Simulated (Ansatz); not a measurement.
`N[Si]Cl` + `ClC1O[SiH2]1` → `Cl[Si]Cl` + `NC1O[SiH2]1` at 500 K and 1 bar (redistribution).

Calculated with Ansatz (gas phase, PBE0-D4/def2-TZVP geometries, no zero-point term in ΔE). CBS: MP2 limit from def2 TZ/QZ plus the TZ coupled-cluster correction, frozen cores. This one scheme is used for every species. Each species was taken in one conformer, which may not be the lowest.

```csv
species,CCSD(T)/CBS energy (Eh),H − E (kJ/mol),S (J/(mol·K))
`N[Si]Cl`,-804.81589,100.4,317.4
`ClC1O[SiH2]1`,-863.85581,132.9,342.2
`Cl[Si]Cl`,-1208.69388,30.7,309.5
`NC1O[SiH2]1`,-459.98718,205.6,344.2
```

H − E and S are ideal-gas, rigid-rotor, harmonic terms from PBE0-D4/def2-TZVP, for one conformer and one mirror image of each species. 1 Eh = 2625.50 kJ/mol, R = 8.31446 J/(mol·K).

**Question.** By hand: ΔE, ΔH, ΔS and ΔG.

**Answer.** ΔE = (-1208.69388) + (-459.98718) − (-804.81589) − (-863.85581) = -0.00936 Eh = -24.6 kJ/mol. Δ(H − E) = 30.7 + 205.6 − 100.4 − 132.9 = 3.0, so ΔH = -21.6 kJ/mol. ΔS = 309.5 + 344.2 − 317.4 − 342.2 = -5.9 J/(mol·K). ΔG = -21.6 − 500 × (-5.9)/1000 = -18.7 kJ/mol.

**Question.** By hand: the equilibrium constant, and the temperature at which ΔG would vanish if ΔH and ΔS stayed fixed.

**Answer.** log₁₀ K = −ΔG/(RT ln 10) = 2.0. ΔG = 0 at ΔH/ΔS = 3661 K, far beyond where these terms or the molecules hold.

The number of gas molecules stays the same, so ΔS is small and ΔH decides. A doubt of 5 kJ/mol in ΔE shifts log₁₀ K by 0.5 here. Other conformers and mirror images would add mixing entropy, several J/(mol·K) or more a flexible species. These are equilibria of isolated gas molecules and say nothing of rates. Largest T1 diagnostic: 0.014 (customary marks: 0.02 for closed shells, 0.045 for open ones).
